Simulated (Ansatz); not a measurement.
`OB(O)C1=CCC=C1` and `CC1=CCC=C1` differ in one atom or group.

Ansatz, PBE0-D4/def2-TZVP geometries, multiplicity 1. Each molecule was computed in one conformer, which needn't be the lowest.

```
                                      property  `OB(O)C1=CCC=C1`
             LUMO energy (PBE/def2-TZVPP) / eV             -1.83
         LUMO energy (ωB97M-V/def2-TZVPP) / eV              1.17
           HOMO–LUMO gap (PBE/def2-TZVPP) / eV              3.64
size of the dipole moment (PBE/def2-TZVPP) / D              1.76
          HOMO–LUMO gap (PBE0/def2-TZVPP) / eV              5.56
         HOMO energy (ωB97M-V/def2-TZVPP) / eV             -8.65
```

(1) What does the change do to each property? (Estimate.)

Results:

(1) The calculation gave: 
```csv
property,`CC1=CCC=C1`,shift
LUMO energy (PBE/def2-TZVPP) / eV,-1.25,0.58
LUMO energy (ωB97M-V/def2-TZVPP) / eV,1.79,0.62
HOMO–LUMO gap (PBE/def2-TZVPP) / eV,3.91,0.27
size of the dipole moment (PBE/def2-TZVPP) / D,0.19,-1.57
HOMO–LUMO gap (PBE0/def2-TZVPP) / eV,5.87,0.31
HOMO energy (ωB97M-V/def2-TZVPP) / eV,-8.34,0.31
```

With PBE0 the HOMO rises by 0.32 eV and the LUMO rises by 0.62 eV, so the gap widens by about 0.30 eV. PBE moves the HOMO by 0.31 eV and ωB97M-V by 0.31 eV. Dipoles are sizes alone; their direction can turn.
